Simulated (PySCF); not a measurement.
A run for PySCF: R-BP86/6-31G* on HBr (SMILES Br).

```python
from pyscf import gto, scf, dft, mp
from pyscf.data.elements import chemcore

mol = gto.M(
    atom='''
    Br   -0.54183963   -0.01270923    4.02535655
    H    -0.33510134   -0.43489226    2.64478310
    ''',
    basis='6-31g*',
    cart=True,
    charge=0, spin=0, verbose=3, max_memory=1800)
mf = dft.RKS(mol, xc='b88,p86')
mf.conv_tol = 1e-8
mf.max_cycle = 100
mf.kernel()
if not mf.converged:
    mf = mf.newton().run(mf.mo_coeff, mf.mo_occ)
```

It printed:

```
converged SCF energy = -2574.72973289172
```

The calculation finished and met its thresholds.

Cost: very roughly 0.8 core-seconds.
